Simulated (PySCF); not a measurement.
C$_{3}$H$_{9}$Sb (SMILES [CH3][Sb]([CH3])[CH3]), singlet, geometry from GFN2-xTB (core potentials on Sb). Base run: DF-HF/def2-SVP (PySCF).

Here is a job for PySCF.
```python
from pyscf import gto, scf

mol = gto.M(
    atom='''
Sb   -0.006738    0.007403    0.431424
C     0.192544   -1.823265   -0.714740
H     1.117611   -2.323686   -0.452256
H     0.198144   -1.591922   -1.774437
H    -0.636971   -2.486204   -0.496815
C     1.489217    1.049401   -0.743781
H     2.476040    0.671277   -0.502375
H     1.458237    2.110237   -0.523020
H     1.295101    0.897088   -1.800014
C    -1.646684    0.735326   -0.787370
H    -2.551984    0.187230   -0.552656
H    -1.408723    0.601973   -1.837180
H    -1.814271    1.787682   -0.588540
''',
    basis='def2-svp',
    ecp={'Sb': 'def2-svp'},
    charge=0,
    spin=0,
    verbose=4,
)

mf = scf.RHF(mol)
mf = mf.density_fit(auxbasis='def2-universal-jkfit')
mf.kernel()
mf.analyze()
```

The base run was repeated with changes; each row names its change, and settings that it needs were set with it.

```csv
change,ΔE vs base (mEh),SCF cycles
base,0.000,10
init_guess = mod_huckel,0.000,9
level_shift = 0.5 (with mf.max_cycle = 100),0.000,16
init_guess = 1e,0.000,14
level_shift = 0.1 (with mf.max_cycle = 100),0.000,11
diis = off (with mf.max_cycle = 100),0.000,16
init_guess = huckel,0.000,10
conv_tol = 1e-12,0.000,11
diis_space = 4,0.000,11
diis_space = 2,0.000,13
diis_space = 12,0.000,10
solver = newton; init_guess = 1e,0.000,-
conv_tol = 1e-6,0.000,8
```
